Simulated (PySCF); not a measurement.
Compound: CH7FSi2Te.
Atom-mapped SMILES: `[F:1][C@H:2]([SiH3:3])[SiH2:4][TeH:5]` (hydrogens: H6 on C2; H7, H8, H9 on Si3; H10, H11 on Si4; H12 on Te5)

Computed by this run: PBE0-D3(BJ)/def2-SVP geometry optimisation, gas phase, def2 core potentials past Kr (PySCF 2.14.0); density fitting, grid level 1; the optimiser is geomeTRIC in internal coordinates, started from a GFN2-xTB structure with every atom displaced at random (about 0.01 Å).

At the end of the run (lengths in Å): Si3–H8 1.493, Si4–Te5 2.501, C2–Si4 1.907, Si4–H10 1.493, Si3–H7 1.495, Si3–H9 1.490, C2–H6 1.107, C2–Si4–Te5 103.2°, Si3–C2–Si4 115.4°, F1–C2–Si4 107.7°, F1–C2–Si3 108.4°, F1–C2–Si4–Te5 41°, H6–C2–Si4–Te5 158°, H10–Si4–C2–F1 -80°.

Problem. These geometries were met on the way; a selection of coordinates is given. Order them by energy above the end point, lowest first.
A. Si3–H8 1.428, Si4–Te5 2.451, C2–Si4 1.956, Si4–H10 1.461, Si3–H7 1.469, Si3–H9 1.467, C2–H6 1.084, C2–Si4–Te5 98.8°, Si3–C2–Si4 117.7°, F1–C2–Si4 105.9°, F1–C2–Si3 108.4°, F1–C2–Si4–Te5 12°, H6–C2–Si4–Te5 124°, H10–Si4–C2–F1 -111°
B. Si3–H8 1.492, Si4–Te5 2.490, C2–Si4 1.912, Si4–H10 1.495, Si3–H7 1.494, Si3–H9 1.492, C2–H6 1.106, C2–Si4–Te5 102.8°, Si3–C2–Si4 112.0°, F1–C2–Si4 108.7°, F1–C2–Si3 108.3°, F1–C2–Si4–Te5 28°, H6–C2–Si4–Te5 146°, H10–Si4–C2–F1 -96°
C. Si3–H8 1.500, Si4–Te5 2.487, C2–Si4 1.923, Si4–H10 1.495, Si3–H7 1.494, Si3–H9 1.490, C2–H6 1.109, C2–Si4–Te5 100.9°, Si3–C2–Si4 112.7°, F1–C2–Si4 109.9°, F1–C2–Si3 109.0°, F1–C2–Si4–Te5 12°, H6–C2–Si4–Te5 130°, H10–Si4–C2–F1 -107°
D. Si3–H8 1.492, Si4–Te5 2.499, C2–Si4 1.906, Si4–H10 1.493, Si3–H7 1.495, Si3–H9 1.490, C2–H6 1.107, C2–Si4–Te5 103.5°, Si3–C2–Si4 115.9°, F1–C2–Si4 107.6°, F1–C2–Si3 108.7°, F1–C2–Si4–Te5 42°, H6–C2–Si4–Te5 158°, H10–Si4–C2–F1 -79°

Solution. D (0.000 eV), B (0.011 eV), C (0.031 eV), A (0.209 eV).

| step | E above end (eV) | rms distance from the end, all atoms (Å) | largest force (eV/Å) | rms shift of all bonds from the end (Å) |
| --- | --- | --- | --- | --- |
| 14 | 0.000 | 0.016 | 0.055 | 0.001 |
| 7 | 0.011 | 0.201 | 0.208 | 0.004 |
| 1 | 0.031 | 0.410 | 0.271 | 0.007 |
| 0 | 0.209 | 0.457 | 1.751 | 0.034 |

Rows stand in the order of the answer.
